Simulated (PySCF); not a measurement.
## Simulated absorption spectrum

Compound: C2H4Br2.
InChI=1S/C2H4Br2/c3-1-2-4/h1-2H2

The calculation used TDDFT CAM-B3LYP/aug-cc-pVTZ, vertical, gas phase, core orbitals frozen in the response (PySCF). Geometry: PBE0-D3(BJ)/def2-TZVP, one conformer, isolated molecule. Relativistic effects, spin–orbit coupling among them, are left out although an element past zinc is present. Torsions of this conformer, `[Br:1][CH2:2][CH2:3][Br:4]`: Br1–C2–C3–Br4 180°.

Broadening: Gaussians 0.25 eV wide at half height, area fixed by f = 4.319×10⁻⁹ ∫ε dν̃. The width is an assumption, not a result. The curve ends short of the highest state used, and states not computed would add to its high-energy end.

(E (eV), ε (L mol⁻¹ cm⁻¹)): (5.72, 1), (5.76, 3), (5.80, 12), (5.84, 39), (5.88, 104), (5.92, 244), (5.95, 421), (5.99, 771), (6.03, 1224), (6.07, 1687), (6.11, 2017), (6.15, 2093), (6.19, 1885), (6.23, 1474), (6.26, 1116), (6.30, 681), (6.34, 360), (6.38, 166), (6.42, 66), (6.46, 23), (6.50, 7), (6.54, 2), (6.58, 1), (6.61, 1), (6.65, 4), (6.69, 16), (6.73, 58), (6.77, 177), (6.81, 471), (6.85, 1089), (6.89, 2189), (6.93, 3835), (6.96, 5351), (7.00, 7484), (7.04, 9399), (7.08, 10939), (7.12, 12322), (7.16, 13943), (7.20, 15889), (7.24, 17620), (7.27, 18206), (7.31, 17421), (7.35, 14785), (7.39, 11001)

Problem. Where are the band maxima, and which computed states make them?

Solution. 202 nm (6.14 eV), ε about 2100, made up of S2 (96%); 170 nm (7.27 eV), ε about 18000, made up of S8 (93%) (ε in L mol⁻¹ cm⁻¹; maxima over ε = 5, shares over 10%). The states used: S1 6.10 eV (f 0.0000); S2 6.14 eV (f 0.019); S3 6.16 eV (f 0.0009); S4 6.26 eV (f 0.0000); S5 7.07 eV (f 0.079); S6 7.11 eV (f 0.0000); S7 7.16 eV (f 0.0000); S8 7.29 eV (f 0.159); S9 7.97 eV (f 0.0000); S10 7.99 eV (f 0.0006).

Problem. What would ε be at 7.27 eV, the highest of these maxima, with half the width (0.125 eV)?

Solution. About 32100 L mol⁻¹ cm⁻¹ against 18200, a factor of about 1.8; a lone state at its own centre would give exactly 2.

Problem. Coming from long wavelengths, where does ε first pass 100 L mol⁻¹ cm⁻¹?

Solution. At about 211 nm (5.88 eV), 0.22 eV below S1.

Problem. Does any computed singlet lie in the visible range?

Solution. No computed singlet lies in the visible range (380 to 750 nm); the lowest, at 203 nm, stands 2.83 eV above its violet end (3.26 eV).

The run took 71 s of wall time on Intel Xeon Platinum 8259CL at 2.50 GHz, one thread, shared host with 96 logical CPUs at a one-minute load of 37, and the process peaked at 1.4 GiB of memory.
